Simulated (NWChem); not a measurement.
All runs are NWChem calculations. System: CClF3, charge 0, spin multiplicity 1, displaced from the optimised geometry. Level: MP2/cc-pVDZ, 9 core orbitals frozen, spin-restricted.

Job file:

```
start mol
memory heap 200 mb stack 900 mb global 1100 mb
geometry units angstroms nocenter noautoz noautosym
  F      0.561756    -0.847807     1.072132
  C     -0.024411    -0.352467     0.000000
  F      0.620373    -0.897341    -1.179345
  F     -1.290792    -0.719492     0.000000
  Cl     0.097175     1.402986     0.000000
end
basis spherical
  * library cc-pvdz
end
scf
  rhf
  nopen 0
  maxiter 100
  thresh 1e-7
  semidirect memsize 60000000 filesize 0
end
mp2
  freeze core 9
end
task mp2 energy
```

NWChem printed:

```
             Northwest Computational Chemistry Package (NWChem) 7.3.0
             --------------------------------------------------------

                                NWChem Input Module
                                -------------------

 Scaling coordinates for geometry "geometry" by  1.889725989
 (inverse scale =  0.529177249)

                             Geometry "geometry" -> ""
                             -------------------------

 Output coordinates in angstroms (scale by  1.889725989 to convert to a.u.)

  No.       Tag          Charge          X              Y              Z
 ---- ---------------- ---------- -------------- -------------- --------------
    1 F                    9.0000     0.56175600    -0.84780700     1.07213200
    2 C                    6.0000    -0.02441100    -0.35246700     0.00000000
    3 F                    9.0000     0.62037300    -0.89734100    -1.17934500
    4 F                    9.0000    -1.29079200    -0.71949200     0.00000000
    5 Cl                  17.0000     0.09717500     1.40298600     0.00000000

 Effective nuclear repulsion energy (a.u.)     246.3155393312

            Nuclear Dipole moment (a.u.)
            ----------------------------
        X                 Y               Z
 ---------------- ---------------- ----------------
     0.9969098275    -0.8424398457    -1.8234287317


 Summary of "ao basis" -> "" (spherical)
 ------------------------------------------------------------------------------
       Tag                 Description            Shells   Functions and Types
 ---------------- ------------------------------  ------  ---------------------
 *                          cc-pvdz                   on all atoms

 Summary of "ao basis" -> "ao basis" (spherical)
 ------------------------------------------------------------------------------
       Tag                 Description            Shells   Functions and Types
 ---------------- ------------------------------  ------  ---------------------
 F                          cc-pvdz                  6       14   3s2p1d
 C                          cc-pvdz                  6       14   3s2p1d
 Cl                         cc-pvdz                  8       18   4s3p1d

                                 NWChem SCF Module
                                 -----------------

  ao basis        = "ao basis"
  functions       =    74
  atoms           =     5
  closed shells   =    25
  open shells     =     0
  charge          =   0.00
  wavefunction    = RHF
  use symmetry    = F
  symmetry adapt  = F

 Summary of "ao basis" -> "ao basis" (spherical)
 ------------------------------------------------------------------------------
       Tag                 Description            Shells   Functions and Types
 ---------------- ------------------------------  ------  ---------------------
 F                          cc-pvdz                  6       14   3s2p1d
 C                          cc-pvdz                  6       14   3s2p1d
 Cl                         cc-pvdz                  8       18   4s3p1d

 Forming initial guess at       0.0s

      Superposition of Atomic Density Guess
      -------------------------------------

 Sum of atomic energies:        -795.29279114

      Non-variational initial energy
      ------------------------------

 Total energy =    -796.343090
 1-e energy   =   -1594.621292
 2-e energy   =     551.962662
 HOMO         =      -0.431900
 LUMO         =       0.124698

 Starting SCF solution at       1.0s

 ----------------------------------------------
         Quadratically convergent ROHF

 Convergence threshold     :          1.000E-07
 Maximum no. of iterations :          100
 Final Fock-matrix accuracy:          1.000E-09
 ----------------------------------------------

              iter       energy          gnorm     gmax       time
             ----- ------------------- --------- --------- --------
                 1     -795.5018256484  1.82D+00  4.51D-01      1.1
                 2     -795.6761497825  3.13D-01  6.80D-02      1.1
                 3     -795.6855074153  2.79D-02  6.54D-03      1.2
                 4     -795.6855776067  6.61D-04  1.50D-04      1.3
                 5     -795.6855776407  1.23D-07  3.27D-08      1.4
                 6     -795.6855776407  5.32D-09  1.57D-09      1.5

       Final RHF  results
       ------------------

         Total SCF energy =   -795.685577640720
      One-electron energy =  -1593.346998389119
      Two-electron energy =    551.345881417222
 Nuclear repulsion energy =    246.315539331177

        Time for solution =      0.5s

             Final eigenvalues
             -----------------

              1
    1 -104.8840
    2  -26.3872
    3  -26.3871
    4  -26.3513
    5  -11.5924
    6  -10.6123
    7   -8.0799
    8   -8.0759
    9   -8.0759
   10   -1.7667
   11   -1.6857
   12   -1.6280
   13   -1.1901
   14   -0.9743
   15   -0.8562
   16   -0.8445
   17   -0.8197
   18   -0.7382
   19   -0.7199
   20   -0.6980
   21   -0.6735
   22   -0.6671
   23   -0.5994
   24   -0.5104
   25   -0.5099
   26    0.1722
   27    0.2815
   28    0.3292
   29    0.3757
   30    0.5995
   31    0.6367
   32    0.6534
   33    0.6784
   34    0.7192
   35    0.7331

                       ROHF Final Molecular Orbital Analysis
                       -------------------------------------

 Vector   23  Occ=2.000000D+00  E=-5.994103D-01
              MO Center=  6.3D-02,  3.8D-01, -6.3D-02, r^2= 2.6D+00
   Bfn.  Coefficient  Atom+Function         Bfn.  Coefficient  Atom+Function
  ----- ------------  ---------------      ----- ------------  ---------------
    65      0.421779  5 Cl py                19     -0.287639  2 C  py
    33      0.260255  3 F  py                68      0.251518  5 Cl py
     5      0.246143  1 F  py                47      0.243157  4 F  py
    36      0.193630  3 F  py                 8      0.180700  1 F  py
    50      0.178287  4 F  py                60      0.162871  5 Cl s

 Vector   24  Occ=2.000000D+00  E=-5.104065D-01
              MO Center=  8.3D-02,  1.3D+00,  1.2D-02, r^2= 1.3D+00
   Bfn.  Coefficient  Atom+Function         Bfn.  Coefficient  Atom+Function
  ----- ------------  ---------------      ----- ------------  ---------------
    64      0.529910  5 Cl px                67      0.408284  5 Cl px
    66      0.306715  5 Cl pz                69      0.236317  5 Cl pz

 Vector   25  Occ=2.000000D+00  E=-5.098557D-01
              MO Center=  1.0D-01,  1.3D+00, -2.5D-02, r^2= 1.4D+00
   Bfn.  Coefficient  Atom+Function         Bfn.  Coefficient  Atom+Function
  ----- ------------  ---------------      ----- ------------  ---------------
    66      0.529216  5 Cl pz                69      0.406872  5 Cl pz
    64     -0.305155  5 Cl px                67     -0.234664  5 Cl px

 Vector   26  Occ=0.000000D+00  E= 1.721656D-01
              MO Center=  9.2D-02,  9.5D-01, -4.6D-02, r^2= 2.2D+00
   Bfn.  Coefficient  Atom+Function         Bfn.  Coefficient  Atom+Function
  ----- ------------  ---------------      ----- ------------  ---------------
    17      1.156522  2 C  s                 68      1.031704  5 Cl py
    60     -0.833730  5 Cl s                 22      0.660904  2 C  py
    19      0.462636  2 C  py                65      0.303330  5 Cl py
    16      0.301029  2 C  s                 36     -0.158546  3 F  py
    31     -0.157374  3 F  s

 Vector   27  Occ=0.000000D+00  E= 2.814904D-01
              MO Center=  1.2D-01, -2.9D-01, -2.4D-01, r^2= 1.9D+00
   Bfn.  Coefficient  Atom+Function         Bfn.  Coefficient  Atom+Function
  ----- ------------  ---------------      ----- ------------  ---------------
    23      0.781262  2 C  pz                31      0.616542  3 F  s
    20      0.492770  2 C  pz                21     -0.424453  2 C  px
    22      0.399919  2 C  py                37      0.355184  3 F  pz
    19      0.291282  2 C  py                18     -0.265012  2 C  px
    34      0.258726  3 F  pz                69     -0.236592  5 Cl pz

 Vector   28  Occ=0.000000D+00  E= 3.291931D-01
              MO Center=  1.4D-02, -1.0D-01, -3.7D-02, r^2= 2.3D+00
   Bfn.  Coefficient  Atom+Function         Bfn.  Coefficient  Atom+Function
  ----- ------------  ---------------      ----- ------------  ---------------
    21      1.086216  2 C  px                23      0.628633  2 C  pz
     3     -0.617878  1 F  s                 45      0.617887  4 F  s
    18      0.446182  2 C  px                67     -0.297925  5 Cl px
     9      0.290151  1 F  pz                49      0.264624  4 F  px
    20      0.258223  2 C  pz                35     -0.200226  3 F  px

 center of mass
 --------------
 x =   0.01891730 y =  -0.03622646 z =  -0.03702373

 moments of inertia (a.u.)
 ------------------
         561.709661997324         -10.393359521660           8.703361167187
         -10.393359521660         333.931112014386          -9.990667654206
           8.703361167187          -9.990667654206         551.232046009392

  Mulliken analysis of the total density
  --------------------------------------

    Atom       Charge   Shell Charges
 -----------   ------   -------------------------------------------------------
    1 F    9     9.21   2.00  0.90  1.00  3.32  1.97  0.01
    2 C    6     5.21   2.00  0.72  0.14  1.69  0.32  0.34
    3 F    9     9.32   2.00  0.90  1.03  3.28  2.09  0.01
    4 F    9     9.21   2.00  0.90  1.00  3.32  1.97  0.01
    5 Cl  17    17.05   2.00  2.01  0.94  0.98  6.00  3.05  2.03  0.04

       Multipole analysis of the density wrt the origin
       ------------------------------------------------

     L   x y z        total         open         nuclear
     -   - - -        -----         ----         -------
     0   0 0 0     -0.000000      0.000000     50.000000

     1   1 0 0     -0.094114      0.000000      0.996910
     1   0 1 0      0.291147      0.000000     -0.842440
     1   0 0 1      0.197479      0.000000     -1.823429

     2   2 0 0    -24.978933      0.000000     76.646804
     2   1 1 0      0.285763      0.000000      5.111020
     2   1 0 1      0.255741      0.000000     -4.157486
     2   0 2 0    -23.680985      0.000000    187.776132
     2   0 1 1     -0.353804      0.000000      4.798876
     2   0 0 2    -25.334949      0.000000     81.644868

                   NWChem MP2 Semi-direct Energy/Gradient Module
                   ---------------------------------------------

  Basis functions       =     74
  Molecular orbitals    =     74
  Frozen core           =      9
  Frozen virtuals       =      0
  Active alpha occupied =     16
  Active beta occupied  =     16
  Active alpha virtual  =     49
  Active beta virtual   =     49
  Use MO symmetry       = F
  Use skeleton AO sym   = F

  AO/Fock/Back tols     =   1.0D-09  1.0D-09  1.0D-09

 GA uses MA = F    GA memory limited = T

 Available:
  local mem=  1.26D+08
 global mem=  1.44D+08
 local disk=  0.00D+00
  mp2_memr nvloc                    49
  nvloc new                    49
   1 passes of  16:        3145728                      31163                   7406482.
   1 passes of  16: M    126152701           G      144168248           F     123006973.

 Semi-direct pass number   1 of   1  for RHF alpha+beta  at        1.5s
  vrange nnbf                  2775
  mp2_eaftype                    28  avail_ma_in_mb                  1099
 EAF : mp2_eaftype filesize          28    3703241.
  mp2_eaf for mointskh                     28
Node 0 wrote     17.4 Mb in      0.0 s     Agg I/O rate:  2458.6 Mb/s
 Done moints_semi at        4.0s
  mp2_eaftype                    28  avail_ma_in_mb                  1071
 EAF : mp2_eaftype filesize          28    3703241.
  mp2_eaf for kh                    28
 Done maket at        4.1s
 Done multipass loop at        4.1s

          -------------------------------------------
          SCF energy                -795.685577640720
          Correlation energy          -0.829920286563
          Singlet pairs               -0.485178791322
          Triplet pairs               -0.344741495242
          Total MP2 energy          -796.515497927284
          -------------------------------------------

          ---------------------------------------------------
                    Spin Component Scaled (SCS) MP2
          Same spin pairs                     -0.229827663494
          Same spin scaling factor             0.333333333333
          Opposite spin pairs                 -0.600092623069
          Opposite spin scaling fact.          1.200000000000
          SCS-MP2 correlation energy          -0.796720368847
          Total SCS-MP2 energy              -796.482298009568
          ---------------------------------------------------

 -----------------------
 Performance information
 -----------------------

 Timer overhead =  9.67D-08 seconds/call

               Nr. of calls         CPU time (s)                 Wall time (s)                GFlops
             ---------------    -------------------     ------------------------------   -------------------
Name         Min   Avg   Max    Min     Avg     Max     Min     Avg     Max   Mx/calls   Min     Max     Sum
mp2: moin     1     1     1    2.5     2.5     2.5      2.5     2.5     2.5     2.5      0.0     0.0     0.0
mp2: make     1     1     1   5.92E-2 5.92E-2 5.92E-2  5.92E-2 5.92E-2 5.92E-2 5.92E-2   0.0     0.0     0.0
mp2: tota     1     1     1    2.6     2.6     2.6      2.6     2.6     2.6     2.6      0.0     0.0     0.0

 The average no. of pstat calls per process was 3.00D+00
 with a timing overhead of 2.90D-07s

 Task  times  cpu:        4.1s     wall:        4.1s

 Total times  cpu:        4.1s     wall:        4.1s
```
